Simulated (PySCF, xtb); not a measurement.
Ge(H)2(Cl)(OMe) (CH5ClGeO), SMILES C[O][GeH2][Cl].

GFN2-xTB (xtb) at its own geometry gives an orbital gap of 7.53 eV and a dipole moment of 1.25 D.

Geometry optimised at PBE-D3(BJ)/def2-SVP. The structure was generated by enumeration, and PubChem lists no compound with its InChIKey, so it may never have been made. The values are those of a single conformer.

### Question
What does PBE/def2-TZVP in PySCF give? (The exact figures need the calculation; the answer reports its results.)

### Answer
gap 5.51 eV (levels -6.69 and -1.18 eV), dipole 1.55 D.
